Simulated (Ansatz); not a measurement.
Ansatz (an electronic-structure program) input:

Ansatz 0.2 input:
```yaml
crystal:
  periodic: [false, false, false]
  atoms:
    - {symbol: Ge, position_ang: [-0.38631198, 0.31693789, -0.30276315]}
    - {symbol: O, position_ang: [-1.59573108, -0.84364772, -0.35082464]}
    - {symbol: Cl, position_ang: [1.47810778, -0.19957827, 0.73500107]}
basis:
  gaussian:
    orbitals: def2-TZVPD
hamiltonian:
  xc: {name: wB97X}
magnetization: {spin_polarized: true, initial_magnetization: 1}
```

What final total energy does it print?

-2612.48552 Eh (wB97X/def2-TZVPD). The basis has 140 functions.

It need not be the lowest isomer of its formula.
